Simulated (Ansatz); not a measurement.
`[NH2][Al]([SH])[Cl]` + H₂ → `[NH2][AlH][Cl]` + H₂S  (hydrogenolysis of the Al–S bond)

Computed with Ansatz on PBE0-D4/def2-TZVP structures; ΔE is electronic, products minus reactants. CCSD(T)/CBS adds triple-zeta CCSD(T) − MP2 to the extrapolated MP2 energy (def2 sets, frozen cores). This one scheme is used for every species. One conformer a species, not always the lowest.

`[NH2][Al]([SH])[Cl]`:

```xyz
7

N    -0.944    0.435   -0.652
Al    0.622   -0.215   -0.203
S     1.189   -0.667    1.845
Cl    2.033   -0.581   -1.701
H    -1.696    0.649   -0.019
H    -1.207    0.645   -1.601
H     0.001   -0.267    2.332
```

H₂:

```xyz
2

H    -0.172   -0.033   -0.329
H     0.172    0.033    0.329
```

`[NH2][AlH][Cl]`:

Cartesian coordinates in Å:
```
N 0.332 0.227 0.905
Al -0.239 -0.323 -0.661
Cl -0.800 1.139 -2.058
H 0.627 -0.385 1.649
H 0.411 1.191 1.185
H -0.332 -1.849 -1.020
```

H₂S:

Z-matrix (Å, degrees):
```
S
H 1 1.341
H 1 1.341 2 92.3
```

```csv
level,ΔE (kJ/mol)
MP2/def2-SVP,82.4
HF/CBS(def2),68.8
```

Question: What does CCSD(T)/CBS give? (Estimate.)

Answer: The calculation gave: +89.8 kJ/mol. The listed levels differ from it by -7.4, -21.0 kJ/mol.

Largest T1 diagnostic among the species: 0.010.

Leaving LDA and LC-ωPBE aside and taking each functional with its dispersion term where it has one, the values, not all of them listed here, spread over 16.1 kJ/mol, from B97M-V to r2SCAN-D4. The D4 term adds +9.0 kJ/mol with B3LYP and +5.0 kJ/mol with PBE0; it sums over pairs of atoms, weighted by their polarisabilities, and B3LYP, whose exchange is more repulsive, gets the larger term. At CCSD(T), def2-SVP lies −16.3 kJ/mol from the extrapolated value and def2-TZVPP −4.0 kJ/mol.

B3LYP here is the variant with VWN-RPA as its local correlation; programs differ in this.
